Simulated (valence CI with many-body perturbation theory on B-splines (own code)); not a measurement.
E1 line list for Re⁴²⁺

Calculated by configuration interaction combined with many-body perturbation theory (CI+MBPT): five valence electrons over a frozen Dirac-Fock core [Ar] 3d10, radial functions for each j: 11 s, 11 p, 10 d, 8 f, 5 g, 2 h, with the one-electron correlation potential Σ1 (screened to all orders), the two-electron term Σ2, the three-electron term Σ3, Breit, model QED; selected single and double excitations, second order for the rest, scaled by the run's own slope (own B-spline code, finite nucleus).

The last digits are not significant, and no measured levels were compared; by estimate large intervals hold to a few tenths of a per cent, small ones and those within an open d or f shell to about a per cent. Among the levels kept, up to 2100 cm⁻¹ of a level comes from second order outside the variational space, and about a tenth of that is noise between levels of different J, which matters for small intervals.

Lines 151 to 200 of 545 in falling wavelength, among levels below 4592.9 × 10³ cm⁻¹, chosen from the strongest by gf and those to the six lowest levels. Wavelengths and rates use the calculated energies. Electric multipoles are in the length gauge, E1 and E2 with the static RPA response of the core. Weak lines are less certain than strong ones. Lines between different terms over intervals too small for the method are left out, as are lines whose strength nearly cancels. Where a level lies close to another of its J and parity, the split of strength between their lines is uncertain. The highest levels of a list are the least certain.

Levels are named by their leading jj configuration (3d3/2^4 stands for four electrons in 3d with j = 3/2), which in mixed levels can hold well under half, so a name can repeat and another be missing. Letters in brackets count levels of one name in rising energy.

```csv
λ vac (nm),Upper,Lower,A (s⁻¹),S (a.u.)
6.414,(4s 4p1/2^2 4d3/2 4d5/2) J=5/2 [b],(4s 4p1/2^2 4p3/2 4d3/2) J=7/2,3.67e+10,2.87e-02
6.409,(4s^2 4p1/2 4p3/2 4f7/2) J=5/2 [b],(4s^2 4p1/2 4p3/2 4d5/2) J=3/2 [a],6.44e+10,5.02e-02
6.404,(4s^2 4p3/2 4d3/2 4d5/2) J=5/2 [c],(4s^2 4p3/2^2 4d3/2) J=5/2,8.07e+10,6.28e-02
6.404,(4s 4p1/2 4p3/2^2 4d3/2) J=5/2 [a],(4s^2 4p1/2 4p3/2 4d3/2) J=5/2 [a],7.42e+10,5.77e-02
6.395,(4s^2 4p3/2 4d3/2 4d5/2) J=7/2 [c],(4s^2 4p3/2^2 4d3/2) J=7/2,1.61e+11,1.66e-01
6.381,(4s 4p1/2 4p3/2^2 4d5/2) J=3/2 [b],(4s 4p1/2 4p3/2^3) J=3/2 [a],4.52e+11,2.32e-01
6.380,(4s^2 4p1/2 4p3/2 4d5/2) J=3/2 [b],(4s^2 4p1/2 4p3/2^2) J=5/2,7.59e+10,3.89e-02
6.378,(4s^2 4p1/2 4d5/2^2) J=5/2,(4s^2 4p1/2 4p3/2 4d3/2) J=3/2 [b],5.56e+10,4.28e-02
6.377,(4s^2 4p3/2 4d3/2 4d5/2) J=5/2 [c],(4s^2 4p3/2^2 4d3/2) J=3/2 [a],1.27e+11,9.75e-02
6.376,(4s 4p1/2 4p3/2^2 4d5/2) J=5/2 [f],(4s 4p1/2 4p3/2^3) J=3/2 [b],7.13e+11,5.47e-01
6.373,(4s 4p1/2 4p3/2^2 4d3/2) J=5/2 [b],(4s^2 4p1/2 4p3/2 4d5/2) J=5/2 [a],4.10e+10,3.14e-02
6.364,(4s 4p1/2^2 4p3/2 4d3/2) J=3/2 [a],(4s^2 4p1/2^2 4d3/2) J=3/2,9.09e+09,4.62e-03
6.355,(4s 4p1/2^2 4p3/2 4d3/2) J=5/2 [b],(4s^2 4p1/2^2 4d5/2) J=5/2,8.74e+08,6.64e-04
6.343,(4s 4p1/2 4p3/2^3) J=3/2 [a],(4s^2 4p1/2 4p3/2^2) J=1/2,6.38e+10,3.21e-02
6.329,(4s^2 4p3/2 4d3/2 4d5/2) J=5/2 [d],(4s^2 4p3/2^2 4d3/2) J=5/2,1.01e+11,7.59e-02
6.328,(4s^2 4p3/2 4d3/2 4d5/2) J=3/2 [b],(4s^2 4p3/2^2 4d3/2) J=5/2,5.37e+10,2.69e-02
6.325,(4s^2 4p3/2 4d3/2 4d5/2) J=7/2 [c],(4s^2 4p3/2^2 4d3/2) J=5/2,3.16e+11,3.16e-01
6.325,(4s 4p1/2 4p3/2^2 4d5/2) J=7/2 [e],(4s 4p1/2 4p3/2^3) J=5/2,6.45e+11,6.44e-01
6.323,(4s 4p1/2 4p3/2^2 4d3/2) J=3/2 [a],(4s^2 4p1/2 4p3/2 4d3/2) J=1/2 [a],1.03e+11,5.14e-02
6.320,(4s^2 4p3/2 4d3/2 4d5/2) J=3/2 [b],(4s^2 4p3/2^2 4d3/2) J=1/2,2.01e+11,1.00e-01
6.314,(4s 4p1/2 4p3/2^2 4d5/2) J=5/2 [c],(4s 4p1/2 4p3/2^3) J=3/2 [a],7.45e+10,5.56e-02
6.314,(4s^2 4p3/2^2 4d5/2) J=3/2,(4s^2 4p3/2^3) J=3/2,7.22e+11,3.59e-01
6.313,(4s 4p1/2 4p3/2^2 4d3/2) J=3/2 [a],(4s^2 4p1/2 4p3/2 4d3/2) J=3/2 [a],2.28e+11,1.13e-01
6.311,(4s 4p1/2^2 4d3/2 4d5/2) J=5/2 [b],(4s 4p1/2^2 4p3/2 4d3/2) J=5/2 [a],5.20e+10,3.87e-02
6.303,(4s^2 4p3/2 4d3/2 4d5/2) J=5/2 [d],(4s^2 4p3/2^2 4d3/2) J=3/2 [a],2.70e+11,2.01e-01
6.303,(4s 4p1/2^2 4p3/2 4d5/2) J=7/2 [b],(4s 4p1/2^2 4p3/2^2) J=5/2,4.76e+11,4.70e-01
6.302,(4s^2 4p3/2 4d3/2 4d5/2) J=3/2 [b],(4s^2 4p3/2^2 4d3/2) J=3/2 [a],1.78e+11,8.82e-02
6.290,(4s 4p1/2 4p3/2^2 4d5/2) J=5/2 [d],(4s 4p1/2 4p3/2^3) J=3/2 [a],3.47e+11,2.56e-01
6.288,(4s 4p1/2 4p3/2^2 4d5/2) J=5/2 [e],(4s 4p1/2 4p3/2^3) J=5/2,6.00e+11,4.42e-01
6.285,(4s^2 4p1/2 4d5/2^2) J=1/2,(4s^2 4p1/2 4p3/2 4d5/2) J=1/2,1.62e+11,3.97e-02
6.273,(4s^2 4p1/2 4p3/2 4f5/2) J=7/2 [a],(4s^2 4p1/2 4p3/2 4d3/2) J=7/2,3.71e+10,3.62e-02
6.272,(4s 4p1/2 4p3/2^2 4d3/2) J=1/2 [e],(4s^2 4p1/2 4p3/2 4d5/2) J=3/2 [b],1.62e+11,3.94e-02
6.271,(4s 4p1/2 4p3/2^2 4d5/2) J=3/2 [e],(4s 4p1/2 4p3/2^3) J=3/2 [b],3.08e+11,1.50e-01
6.270,(4s 4p1/2 4p3/2^2 4d5/2) J=9/2 [b],(4s^2 4p1/2 4p3/2 4d5/2) J=9/2,5.40e+10,6.57e-02
6.264,(4s 4p1/2 4p3/2^2 4d5/2) J=3/2 [e],(4s 4p1/2 4p3/2^3) J=1/2,9.24e+11,4.48e-01
6.251,(4s 4p1/2^2 4p3/2 4d5/2) J=5/2 [a],(4s^2 4p1/2^2 4d5/2) J=5/2,1.74e+11,1.26e-01
6.249,(4s^2 4p1/2 4d5/2^2) J=1/2,(4s^2 4p1/2 4p3/2 4d5/2) J=3/2 [b],3.58e+11,8.63e-02
6.248,(4s^2 4p1/2 4p3/2 4d5/2) J=5/2 [b],(4s^2 4p1/2 4p3/2^2) J=3/2,7.23e+11,5.22e-01
6.240,(4s 4p1/2^2 4p3/2 4f5/2) J=7/2 [a],(4s^2 4p1/2^2 4f5/2) J=5/2,2.66e+10,2.55e-02
6.234,(4s 4p1/2 4p3/2^2 4d3/2) J=3/2 [d],(4s^2 4p1/2 4p3/2 4d3/2) J=1/2 [b],2.23e+11,1.07e-01
6.226,(4s 4p1/2 4p3/2^2 4d5/2) J=7/2 [a],(4s^2 4p1/2 4p3/2 4d5/2) J=7/2 [a],1.62e+11,1.54e-01
6.218,(4s 4p1/2 4p3/2^2 4d5/2) J=3/2 [c],(4s 4p1/2 4p3/2^3) J=3/2 [a],5.80e+10,2.75e-02
6.214,(4s 4p1/2 4p3/2^2 4d5/2) J=11/2,(4s^2 4p1/2 4p3/2 4d5/2) J=9/2,3.15e+11,4.47e-01
6.211,(4s 4p1/2 4p3/2^2 4d5/2) J=3/2 [d],(4s 4p1/2 4p3/2^3) J=5/2,2.59e+11,1.22e-01
6.211,(4s^2 4p1/2 4p3/2 4f7/2) J=9/2,(4s^2 4p1/2 4p3/2 4d5/2) J=7/2 [a],3.79e+11,4.48e-01
6.208,(4s 4p1/2^2 4p3/2^2) J=5/2,(4s^2 4p1/2^2 4p3/2) J=3/2,2.63e+11,1.87e-01
6.206,(4s^2 4p1/2^2 4f5/2) J=5/2,(4s^2 4p1/2^2 4d3/2) J=3/2,1.06e+10,7.52e-03
6.206,(4s 4p1/2 4p3/2^2 4d3/2) J=3/2 [d],(4s^2 4p1/2 4p3/2 4d3/2) J=3/2 [b],5.26e+10,2.48e-02
6.203,(4s^2 4p1/2 4p3/2 4d5/2) J=3/2 [b],(4s^2 4p1/2 4p3/2^2) J=3/2,5.71e+10,2.69e-02
6.202,(4s^2 4p1/2 4d3/2 4d5/2) J=1/2,(4s^2 4p1/2 4p3/2 4d3/2) J=1/2 [a],5.38e+11,1.27e-01
```
